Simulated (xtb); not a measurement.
methylenecyclopropane (C4H6), singlet, from a rough starting geometry; GFN2-xTB in xtb 6.7.1.

Here is a job for xtb.
```
$ xtb mol.xyz --gfn 2 --opt vtight --json

# file mol.xyz
10

C      0.03388184    -0.01465787     0.34189402
C     -0.00832036    -0.74650850    -0.85767701
C      0.00343490     0.79486548    -0.89683647
C     -0.04412100    -0.03097083     1.64618648
H     -0.95290030    -1.26669245    -1.20509724
H      0.94692423    -1.25889152    -1.20625793
H      0.90366454     1.28005823    -1.14502201
H     -0.90952036     1.26172742    -1.17079118
H     -0.00290348    -0.89079091     2.23196873
H     -0.01002738     0.87128541     2.22751143
```

What the program printed (banner, timings and long lists left out):

```
   ID    Z sym.   atoms
    1    6 C      1-4
    2    1 H      5-10

           -------------------------------------------------
          |                Calculation Setup                |
           -------------------------------------------------

           -------------------------------------------------
          |                 G F N 2 - x T B                 |
           -------------------------------------------------

          ...................................................
          :                      SETUP                      :
          :.................................................:
          :  # basis functions                  22          :
          :  # atomic orbitals                  22          :
          :  # shells                           14          :
          :  # electrons                        22          :
          :  max. iterations                   250          :
          :  Hamiltonian                  GFN2-xTB          :
          :  restarted?                      false          :
          :  GBSA solvation                  false          :
          :  PC potential                    false          :
          :  electronic temp.          300.0000000     K    :
          :  accuracy                    1.0000000          :
          :  -> integral cutoff          0.2500000E+02      :
          :  -> integral neglect         0.1000000E-07      :
          :  -> SCF convergence          0.1000000E-05 Eh   :
          :  -> wf. convergence          0.1000000E-03 e    :
          :  Broyden damping             0.4000000          :
          :  net charge                          0          :
          :  unpaired electrons                  0          :
          ...................................................

 iter      E             dE          RMSdq      gap      omega  full diag
   1    -11.7500958 -0.117501E+02  0.394E+00    5.59       0.0  T
   2    -11.7646833 -0.145875E-01  0.248E+00    5.53       1.0  T
   3    -11.7588523  0.583099E-02  0.133E+00    5.58       1.0  T
   4    -11.7678684 -0.901610E-02  0.345E-01    5.52       1.0  T
   5    -11.7682408 -0.372431E-03  0.608E-02    5.53       1.0  T
   6    -11.7682482 -0.735956E-05  0.365E-02    5.53       1.0  T
   7    -11.7682490 -0.794397E-06  0.348E-03    5.53       9.1  T
   8    -11.7682490 -0.655358E-07  0.117E-03    5.53      27.1  T
   9    -11.7682490 -0.129077E-09  0.432E-04    5.53      73.2  T
  10    -11.7682490 -0.505581E-09  0.104E-04    5.53     303.6  T

   *** convergence criteria satisfied after 10 iterations ***

         :::::::::::::::::::::::::::::::::::::::::::::::::::::
         ::                     SUMMARY                     ::
         :::::::::::::::::::::::::::::::::::::::::::::::::::::
         :: total energy             -11.539434559416 Eh    ::
         :: gradient norm              0.100191149691 Eh/a0 ::
         :: HOMO-LUMO gap              5.526936869848 eV    ::
         ::.................................................::
         :: SCC energy               -11.768246593456 Eh    ::
         :: -> isotropic ES            0.002285699526 Eh    ::
         :: -> anisotropic ES          0.002437159964 Eh    ::
         :: -> anisotropic XC          0.009420192242 Eh    ::
         :: -> dispersion             -0.004234310223 Eh    ::
         :: repulsion energy           0.228812034040 Eh    ::
         :: add. restraining           0.000000000000 Eh    ::
         :: total charge              -0.000000000000 e     ::
         :::::::::::::::::::::::::::::::::::::::::::::::::::::

      -----------------------------------------------------------
     |                   =====================                   |
     |                        A N C O P T                        |
     |                   =====================                   |
     |               Approximate Normal Coordinate               |
[...]
 * total energy  :   -11.5394346 Eh     change       -0.4767742E-11 Eh
 * total energy  :   -11.5449242 Eh     change       -0.5489636E-02 Eh
 * total energy  :   -11.5414214 Eh     change        0.3502815E-02 Eh
 * total energy  :   -11.5482510 Eh     change       -0.6829649E-02 Eh
 * total energy  :   -11.5483720 Eh     change       -0.1209267E-03 Eh
 * total energy  :   -11.5483898 Eh     change       -0.1779925E-04 Eh
 * total energy  :   -11.5483978 Eh     change       -0.8007905E-05 Eh
 * total energy  :   -11.5484003 Eh     change       -0.2515597E-05 Eh
 * total energy  :   -11.5484008 Eh     change       -0.5607510E-06 Eh
 * total energy  :   -11.5484012 Eh     change       -0.3508621E-06 Eh
 * total energy  :   -11.5484013 Eh     change       -0.1175625E-06 Eh
 * total energy  :   -11.5484013 Eh     change       -0.1778299E-07 Eh
   *** GEOMETRY OPTIMIZATION CONVERGED AFTER 12 ITERATIONS ***
         :: total energy             -11.548401326660 Eh    ::
[...]
         8        2.0000           -0.4481035             -12.1935
         9        2.0000           -0.4239048             -11.5350
        10        2.0000           -0.4014848             -10.9250
        11        2.0000           -0.3994924             -10.8707 (HOMO)
        12                         -0.1936215              -5.2687 (LUMO)
        13                         -0.0436425              -1.1876
        14                          0.0995441               2.7087
        15                          0.1176158               3.2005
        16                          0.1834508               4.9919
        17                          0.2136503               5.8137
        18                          0.2646421               7.2013
        19                          0.2727620               7.4222
        20                          0.3423827               9.3167
        21                          0.3884302              10.5697
        22                          0.8028186              21.8458
      -------------------------------------------------------------
                  HL-Gap            0.2058709 Eh            5.6020 eV
             Fermi-level           -0.2965570 Eh           -8.0697 eV

     #   Z          covCN         q      C6AA      α(0)
     1   6 C        2.938     0.018    27.610     8.618
     2   6 C        3.806    -0.069    21.817     6.649
     3   6 C        3.806    -0.069    21.817     6.649
     4   6 C        2.833    -0.105    30.649     9.072
     5   1 H        0.926     0.037     2.493     2.469
     6   1 H        0.926     0.037     2.493     2.469
     7   1 H        0.926     0.037     2.493     2.469
     8   1 H        0.926     0.037     2.493     2.469
     9   1 H        0.926     0.039     2.458     2.452
    10   1 H        0.926     0.039     2.458     2.451

 Mol. C6AA /au·bohr⁶  :        872.704235
 Mol. C8AA /au·bohr⁸  :      19860.260972
 Mol. α(0) /au        :         45.768016

Wiberg/Mayer (AO) data.
largest (>0.10) Wiberg bond orders for each atom

 ---------------------------------------------------------------------------
     #   Z sym  total        # sym  WBO       # sym  WBO       # sym  WBO
 ---------------------------------------------------------------------------
     1   6 C    3.955 --     4 C    1.957     2 C    0.994     3 C    0.994
     2   6 C    3.941 --     1 C    0.994     6 H    0.969     5 H    0.969
                             3 C    0.962
     3   6 C    3.941 --     1 C    0.994     8 H    0.969     7 H    0.969
                             2 C    0.962
     4   6 C    3.988 --     1 C    1.957    10 H    0.967     9 H    0.967
     5   1 H    0.999 --     2 C    0.969
     6   1 H    0.999 --     2 C    0.969
     7   1 H    0.999 --     3 C    0.969
     8   1 H    0.999 --     3 C    0.969
     9   1 H    0.998 --     4 C    0.967
    10   1 H    0.998 --     4 C    0.967
 ---------------------------------------------------------------------------

Topologies differ in total number of bonds
Writing topology from bond orders to xtbtopo.mol

molecular dipole:
                 x           y           z       tot (Debye)
 q only:        0.000       0.001      -0.085
   full:        0.001       0.001      -0.142       0.360
molecular quadrupole (traceless):
                xx          xy          yy          xz          yz          zz
 q only:       -0.329      -0.001       0.232      -0.001       0.001       0.097
  q+dip:       -0.557      -0.001      -0.057      -0.003      -0.005       0.614
   full:        0.059      -0.000       0.073       0.002       0.002      -0.133

optimized geometry written to: xtbopt.xyz

           -------------------------------------------------
          | TOTAL ENERGY              -11.548401326660 Eh   |
          | GRADIENT NORM               0.000026569918 Eh/α |
          | HOMO-LUMO GAP               5.602032051352 eV   |
           -------------------------------------------------
```
